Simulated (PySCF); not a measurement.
# How methods differ on the excitation energy of Cl

Cl [Ne] 3s2 3p5 (2P) → Cl [Ne] 3s2 3p4 4s1 (4P), as a difference of total energies. Computed with PySCF 2.14 in aug-cc-pV(T+d)Z with one added diffuse shell each of s, p, d, f type (7s6p5d3f, 71 functions), with the non-relativistic Hamiltonian (point nucleus). Correlated levels: valence: [Ne] frozen. The calculations carry no spin-orbit coupling.

| method | excitation energy (cm⁻¹) |
| --- | --- |
| UHF | 64959 |
| MP2 (valence) | 70877 |
| SCS-MP2 (valence) | 71511 |
| CCSD (valence) | 70436 |
| CCSD(T) (valence) | 70638 |

Errors of the correlated levels include the incompleteness of this basis and the frozen core.

For comparison: 71986 cm⁻¹ (measured; NIST levels, between the centres of gravity of the two terms).
